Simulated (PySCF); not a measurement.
Vibration and rotation of NaSb

ROHF-CCSD(T) constants of NaSb, ³Σ⁻ (triplet), unpaired electrons π ↑↑ (basis Na def2-SVP, Sb def2-SVP with ECP28; scalar-relativistic core potentials; PySCF 2.14; masses 22.9898 and 120.9038 u):

| Property | Result |
| --- | --- |
| ωe | 188.6 cm⁻¹ |
| ωexe | 0.772 cm⁻¹ |
| Be | 0.096983 cm⁻¹ |
| αe | 0.000577 cm⁻¹ |
| D (centrifugal) | 1.03e-07 cm⁻¹ |
| De to Na + Sb | 0.83 eV |

**Question.** Give the vibrational terms G(v) and spacings up to v = 6.

**Answer.** G(v) = ωe(v+½) − ωexe(v+½)².

```
v  G(v) (cm⁻¹)  G(v) − G(v−1)  Bv (cm⁻¹)
0           94                   0.09669
1          281            187    0.09612
2          467            186    0.09554
3          651            184    0.09496
4          833            182    0.09439
5         1014            181    0.09381
6         1193            179    0.09323
```

**Question.** How well does the Morse estimate ωe²/(4ωexe) reproduce De, and what is D0?

**Answer.** It gives 1.43 eV, 172 % of the computed De. D0 = De − G(0) = 0.83 − 0.01 = 0.82 eV.

Correlated steps freeze 5 core orbitals. Correlated levels converge slowly with the basis: in double zeta they bind strong bonds too weakly, by up to about 1 eV, and carry superposition errors of some tenths. These are scalar-relativistic numbers at best; spin–orbit coupling would shift them, the dissociation energy most. The state is the lowest determinant that a PBE0 search found; another state may lie lower at other levels.
